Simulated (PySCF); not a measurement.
# TeOCl₄, singlet: data card

These are results of PBE/[Te def2-SVP with ECP28, O def2-SVP, Cl def2-SVP], scalar-relativistic core potentials, density fitting, no spin–orbit coupling, PySCF, not measurements.

The structure is a minimum.

```xyz
6
charge 0 multiplicity 1, angstrom
Te    0.0000    0.0000    0.2829
O     0.0000    0.0000    2.1075
Cl    2.4023    0.0000    0.0171
Cl    0.0000    2.0127   -1.0251
Cl   -2.4023    0.0000    0.0171
Cl    0.0000   -2.0127   -1.0251
```

```json
{
  "Point group": "C2v",
  "Bond lengths": "Te–Cl 2.400 Å (×2), Te–Cl 2.417 Å (×2), Te–O 1.825 Å",
  "Bond angles": "Cl–Te–Cl 86.6° (×4), Cl–Te–Cl 114.0°, Cl–Te–Cl 167.4°, Cl–Te–O 96.3° (×2), Cl–Te–O 123.0° (×2)",
  "Dipole moment": "1.64 D",
  "Lowest empty level": "-6.40 eV",
  "Principal polarisabilities": "68.5, 86.3, 102.0 bohr³",
  "Atomisation energy without zero-point energy": "1201 kJ/mol",
  "Highest occupied level": "-7.46 eV",
  "Entropy at 298.15 K and 1 bar": "407.5 J/(mol K)",
  "Heat capacity Cp at 298.15 K": "118.4 J/(mol K)",
  "Rotational symmetry number": "2",
  "Enthalpy at 298.15 K above 0 K": "26.13 kJ/mol",
  "Principal quadrupole moments (Buckingham, traceless) about the centre of mass": "-4.06, -1.42, 5.49 D Å",
  "Rotational constants": "0.03846, 0.03018, 0.02454 cm⁻¹",
  "Zero-point energy": "19.0 kJ/mol"
}
```

Harmonic modes (masses in u: Te 129.906, O 15.995, Cl 34.969):
```json
{"symmetry": "a1", "ω (cm⁻¹)": "49", "IR (km/mol)": "0.0", "μ (u)": "35.10"}
{"symmetry": "b2", "ω (cm⁻¹)": "91", "IR (km/mol)": "0.4", "μ (u)": "23.25"}
{"symmetry": "a1", "ω (cm⁻¹)": "158", "IR (km/mol)": "4.5", "μ (u)": "42.27"}
{"symmetry": "a2", "ω (cm⁻¹)": "165", "IR (km/mol)": "0.0", "μ (u)": "34.97"}
{"symmetry": "b1", "ω (cm⁻¹)": "169", "IR (km/mol)": "5.1", "μ (u)": "37.39"}
{"symmetry": "b2", "ω (cm⁻¹)": "174", "IR (km/mol)": "13.9", "μ (u)": "27.85"}
{"symmetry": "b1", "ω (cm⁻¹)": "247", "IR (km/mol)": "23.0", "μ (u)": "18.36"}
{"symmetry": "a1", "ω (cm⁻¹)": "290", "IR (km/mol)": "2.1", "μ (u)": "35.16"}
{"symmetry": "a1", "ω (cm⁻¹)": "322", "IR (km/mol)": "12.5", "μ (u)": "37.22"}
{"symmetry": "b2", "ω (cm⁻¹)": "341", "IR (km/mol)": "67.3", "μ (u)": "44.43"}
{"symmetry": "b1", "ω (cm⁻¹)": "346", "IR (km/mol)": "102", "μ (u)": "46.96"}
{"symmetry": "a1", "ω (cm⁻¹)": "826", "IR (km/mol)": "28.1", "μ (u)": "17.81"}
```

In C2v the vibrations span 5a1 + 3b2 + a2 + 3b1. The a2 mode carries no infrared intensity, as symmetry demands.

Charges (e):
| atom | Mulliken | Löwdin | polar tensor | Mayer order to Te1 |
| --- | --- | --- | --- | --- |
| Te1 | 1.04 | 0.71 | 2.22 | – |
| O2 | -0.39 | -0.40 | -0.52 | 1.64 |
| Cl3,5 | -0.19 | -0.10 | -0.43 | 0.81 |
| Cl4,6 | -0.14 | -0.05 | -0.42 | 0.85 |

Mulliken populations on Te1 (electrons outside its core potential): s 3.61, p 8.68, d 10.67.

Counting electrons, tellurium keeps none of its valence electrons outside its bonds, so the VSEPR class is AX5 and the expected shape is trigonal bipyramidal; with unlike ligands the computed point group is C2v.

Only a few start shapes were tried, so a lower isomer may exist.

The final relaxation and frequency run took 3.3 min on 4 threads of a shared Intel Xeon @ 2.50GHz (Skylake/Cascade Lake) host, with 112 basis functions and 22 gradients; the process peaked at 1.4 GiB. Launch command: `OMP_NUM_THREADS=4 python axn.py task.json out`.
